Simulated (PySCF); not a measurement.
C₇H₁₁P.
Z-matrix (Å and degrees, GFN2-xTB geometry), rows numbered from 1:
```
C 
C   1  1.3208
C   2  1.4972  1  116.63
P   3  1.8705  2  106.23  1    12.88
C   4  1.8408  3   96.67  2    80.41
C   5  1.5019  4  118.14  3   100.01
C   6  1.4925  5   60.20  4   107.78
C   1  1.4972  2  116.63  3    -0.09
H   1  1.0794  2  124.18  3   178.54
H   2  1.0794  1  124.19  3  -178.46
H   3  1.0928  2  112.87  1   133.64
H   3  1.0951  2  110.51  1  -106.11
H   5  1.0867  4  114.95  3   -45.65
H   6  1.0801  5  118.31  7   108.51
H   6  1.0806  5  118.10  7  -107.79
H   7  1.0801  5  118.31  6  -108.56
H   7  1.0805  5  117.98  6   107.78
H   8  1.0930  1  112.89  2  -133.61
H   8  1.0951  1  110.44  2   106.18
```

Method: TDDFT PBE0/def2-SVPD, vertical, gas phase, core orbitals frozen in the response (PySCF 2.14.0, density-fitted response routines).

Kohn–Sham orbitals with the atoms that hold most of them (Löwdin shares over 4%, at most four atoms; ? is withheld):

| orbital | ε (eV) | atoms |
| --- | --- | --- |
| LUMO+2 | 0.99 | P4 20%, C7 13%, C6 12%, C5 10% |
| LUMO+1 | 0.85 | C1 12%, C2 12%, C3 10%, C8 10% |
| LUMO | 0.35 | ? |
| HOMO | -6.66 | ? |
| HOMO-1 | -7.14 | C2 32%, C1 31%, C8 8%, C3 8% |
| HOMO-2 | -8.17 | C5 26%, C6 15%, C7 15%, C8 10% |
| HOMO-3 | -8.25 | C7 26%, C6 26%, C5 17%, P4 10% |

Problem. Which atoms hold the LUMO, and with what shares?

Solution. C1 (bonded to 2 C and H) 29%; C2 (bonded to 2 C and H) 29%; C3 (bonded to C, P and 2 H) 7%; C8 (bonded to C, P and 2 H) 7%.

Problem. Which atoms hold the HOMO, and with what shares?

Solution. P4 (bonded to 3 C) 61%; C5 (bonded to 2 C, P and H) 11%; C8 (bonded to C, P and 2 H) 8%; C3 (bonded to C, P and 2 H) 8%. By element: phosphorus 61%, carbon 26% or more.

Problem. The HOMO–LUMO gap is 7.02 eV. Where does the response calculation put the lowest singlet, and from which orbitals?

Solution. S1 is at 5.79 eV (f = 0.0036), 1.23 eV below the gap, made of HOMO→LUMO (98%). Without the coupling terms of the response equations the lowest excitation would equal the gap.

Problem. Give energy, strength and leading configuration of S1, S2 and S6, and follow the Löwdin shares of the leading atoms from the occupied to the empty orbital.

Solution. 
- S1 (5.79 eV, f 0.0036), HOMO→LUMO (98%): P4 61% → at most 8%, C5 11% → at most 8%, C1 at most 8% → 29%, C2 at most 8% → 29%
- S2 (6.43 eV, f 0.031), HOMO→LUMO+1 (84%): P4 61% → at most 10%, C5 11% → at most 10%, C1 at most 8% → 12%, C2 at most 8% → 12%
- S6 (6.78 eV, f 0.031), HOMO-1→LUMO+1 (87%): C2 32% → 12%, C1 31% → 12%

Löwdin shares depend on the basis, the more so with diffuse functions.

One conformer stands for the species.
